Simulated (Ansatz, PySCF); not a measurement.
Energy landscape of CH3 (cation, charge +1), singlet: umbrella (inversion) coordinate, bond length relaxed. Scanned: angle between the C-H bonds and the threefold axis (90 = planar). Other coordinates (C-H bond length) were minimised at B3LYP/def2-TZVP.

- RKS-B3LYP/LANL2DZ = PySCF with restricted B3LYP/LANL2DZ
- RKS-B3LYP/6-31G* = restricted B3LYP/6-31G*, spherical d in PySCF
- CCSD/cc-pVDZ = CCSD on RHF/cc-pVDZ, frozen core (Ansatz, a quantum-chemistry and plane-wave program)

Energies in kJ/mol, each method relative to its own lowest point.

| a / ° | RKS-B3LYP/LANL2DZ | RKS-B3LYP/6-31G* | CCSD/cc-pVDZ |
|---|---|---|---|
| 90 | 0.0 | 0.0 | 0.0 |
| 92.86 | 2.6 | 2.6 | 2.6 |
| 96.69 | 14.1 | 14.2 | 14.4 |
| 99.42 | 27.9 | 28.1 | 28.6 |
| 101.33 | 40.4 | 40.7 | 41.3 |
| 105.52 | 75.9 | 76.6 | 77.6 |
| 108.22 | 104.8 | 105.8 | 107.0 |
| 111.57 | 147.3 | 148.8 | 150.1 |
| 113.89 | 181.2 | 183.1 | 184.3 |
| 116.76 | 228.3 | 230.8 | 231.6 |
| 120.69 | 302.9 | 306.0 | 305.5 |
| 122.89 | 350.0 | 353.3 | 351.7 |
| 125.70 | 416.4 | 419.5 | 415.8 |
| 128.46 | 488.7 | 491.4 | 484.7 |
| 132 | 592.7 | 594.3 | 582.1 |
